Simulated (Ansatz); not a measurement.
`CC[CH2][AlH2]` + H₂ → `C[CH2][AlH2]` + CH₄ at 600 K and 1 bar (hydrogenolysis of a C–C bond).

Program: Ansatz. Geometries: PBE0-D4/def2-TZVP. ΔE: electronic, gas phase. CBS: MP2 limit from def2 TZ/QZ plus the TZ coupled-cluster correction, frozen cores. This one scheme is used for every species. Each species was taken in one conformer, which may not be the lowest.

| species | CCSD(T)/CBS energy (Eh) | H − E (kJ/mol) | S (J/(mol·K)) |
| --- | --- | --- | --- |
| `CC[CH2][AlH2]` | -361.57379 | 341.2 | 436.4 |
| H₂ | -1.17544 | 43.9 | 150.8 |
| `C[CH2][AlH2]` | -322.31200 | 254.0 | 384.9 |
| CH₄ | -40.46206 | 140.4 | 215.7 |

H − E and S are ideal-gas, rigid-rotor, harmonic terms from PBE0-D4/def2-TZVP, for one conformer and one mirror image of each species. For small species the MP2-based limit differs from directly extrapolated CCSD(T) by up to some mEh (0.8 for H₂); such offsets cancel only in part. 1 Eh = 2625.50 kJ/mol, R = 8.31446 J/(mol·K).

Q: By hand: ΔE, ΔH, ΔS and ΔG.

A: ΔE = (-322.31200) + (-40.46206) − (-361.57379) − (-1.17544) = -0.02483 Eh = -65.2 kJ/mol. Δ(H − E) = 254.0 + 140.4 − 341.2 − 43.9 = 9.3, so ΔH = -55.9 kJ/mol. ΔS = 384.9 + 215.7 − 436.4 − 150.8 = 13.4 J/(mol·K). ΔG = -55.9 − 600 × (13.4)/1000 = -63.9 kJ/mol.

Q: By hand: the equilibrium constant, and the temperature at which ΔG would vanish if ΔH and ΔS stayed fixed.

A: log₁₀ K = −ΔG/(RT ln 10) = 5.6. ΔH and −TΔS have one sign here, so there is no such temperature.

The number of gas molecules stays the same, so ΔS is small and ΔH decides. A doubt of 5 kJ/mol in ΔE shifts log₁₀ K by 0.4 here. Other conformers and mirror images would add mixing entropy, several J/(mol·K) or more a flexible species. Modes under 60 cm⁻¹, often nearly free rotors, make the harmonic entropy too high. These are equilibria of isolated gas molecules and say nothing of rates. Largest T1 diagnostic: 0.009 (customary marks: 0.02 for closed shells, 0.045 for open ones).
